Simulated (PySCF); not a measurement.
Species: C₅H₇BCl₂.
Structure used (PBE0-D3(BJ)/def2-SVP), in Å, numbered top down from 1:
```xyz
15
C5H7BCl2 angstrom
Cl     5.8770    0.7048    0.5609
B      4.1728    1.1298    0.4374
Cl     3.7589    2.8370    0.6028
C      3.1260    0.0438    0.1969
C      1.7988    0.2490    0.0836
C      0.6413   -0.6913   -0.1513
C     -0.3232    0.5180   -0.1048
C      0.8865    1.4519    0.1352
H      3.4732   -0.9928    0.1065
H      0.5063   -1.4434    0.6435
H      0.6890   -1.2298   -1.1122
H     -0.8672    0.7048   -1.0410
H     -1.0512    0.4909    0.7177
H      1.0842    2.2007   -0.6483
H      0.9021    1.9873    1.0979
```

Linear response at wB97X-D/def2-SVPD (PySCF, frozen core in the response, non-relativistic).

Static isotropic polarisability: 101.75 au (15.08 Å³), principal values 69.9, 97.7, 137.6 au.

Question: What is the polarisability at 1064 nm and at the sodium D line?

Answer: 103.00 au at 1064 nm (+1.2 %), 106.15 au at 589.3 nm (+4.3 %). The rise at 589.3 nm is 3.50 times that at 1064 nm; a pure ω² law gives 3.26. The lowest singlet lies at 232 nm, shorter than both wavelengths.

Question: What is the isotropic C6 coefficient between two such molecules, C6 = (3/π)∫α(iω)² dω?

Answer: 3940 au (Eh·bohr⁶) by a ten-point quadrature over imaginary frequencies, which is 2350 eV·Å⁶ or 227 J·nm⁶/mol.

Question: Which effective excitation energy ω̄ makes London's formula C6 = (3/4)α²ω̄ exact here?

Answer: ω̄ = 4·C6/(3α²) = 0.507 Eh = 13.8 eV. A one-pole form α(ω) = α/(1 − ω²/ω̄²) fitted to the 1064 nm value gives 10.5 eV.

Question: How anisotropic is the static polarisability, by Δα² = ½[(α1 − α2)² + (α2 − α3)² + (α3 − α1)²]?

Answer: Δα = 59.0 au, or 0.58 of the isotropic value.

Question: What three-body coefficient follows from the one-pole estimate C9 = (3/4)·α·C6?

Answer: 301000 au. This is an estimate from the two numbers above, not a computed integral.

Question: What n − 1 at the D line would an ideal gas of it have at 273.15 K and 1 atm (2.6868 × 10¹⁹ cm⁻³), by n − 1 = 2π·N·α′?

Answer: 26.55 × 10⁻⁴, a formal value whether or not that pressure can be reached.

Question: What molar refraction at the D line follows from R = (4π/3)·N_A·α′, with α′ the polarisability volume?

Answer: α′ = 15.73 Å³ gives R = 39.68 cm³/mol, for isolated, non-vibrating species.

Question: How many electrons N does the Slater–Kirkwood formula C6 = (3/4)·√N·α^(3/2) need to give this C6?

Answer: N = (4·C6/3)²/α³ = 26.2; the species has 76 electrons in all.

Question: The lowest 6 singlets have (eV, f): 5.34, 0.471; 5.52, 0.000; 5.83, 0.000; 6.41, 0.000; 6.75, 0.094; 6.96, 0.000. What share of the static polarisability do they carry in the sum over states α = Σ f/ω²?

Answer: 13.73 au, 13.5 % of α; the largest term, 12.20 au, is that of the state at 5.34 eV. Their oscillator strengths add up to 0.56. Higher states carry the rest.

Note: wB97X-D ran without an empirical dispersion term, which enters the total energy and its gradient alone.
